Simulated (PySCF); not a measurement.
SMILES O[SiH2]O at its B3LYP/def2-SVP optimised geometry (Å):

```
7

O      0.9678    -0.6208     0.0000
Si    -0.6962    -0.6208     0.0000
O     -1.3733     0.8993     0.0000
H      1.4264    -0.4700    -0.8340
H     -1.0987    -1.2421     1.2776
H     -1.1863    -1.3756    -1.1959
H     -1.4264     1.3756    -0.8361
```

Computed with B3LYP/def2-TZVP (PySCF). Cells within 0.4 Å of a nucleus heavier than hydrogen are left out (blank, or x).

Map of the electron localisation function on the plane z = 0.0 Å:

```
|000000000000000000000000000|
|000000000000000000000000000|
|000000000000000000000000000|
|000000000000000000000000000|
|000000011110000000000000000|
|000001233322100000000000000|
|000123466654310000000000000|
|001246788876420000000000000|
|002468998998520000000000000|
|0135799xxx98610001110000000|
|0146899xxx98510123321000000|
|01468999x998411356532100000|
|013568999985224788753100000|
|001246787300048999975200000|
|0000123311xx1399xx986310000|
|000000110xxx5299xxx87310000|
|0000001107xx4299xx897410000|
|000001231044039999986310000|
|000001234200037999985310000|
|000000134432124788864200000|
|000000122321112466653100000|
|000000011111000244432000000|
|000000000000000012210000000|
|000000000000000000000000000|
|000000000000000000000000000|
|000000000000000000000000000|
|000000000000000000000000000|
```
Scale: ten equal steps from 0.000 (start of '0') to 0.884 (end of '9'), in the order '0123456789'; x runs from -3.50 to 3.50, y from -3.50 (bottom) to 3.50 (top).
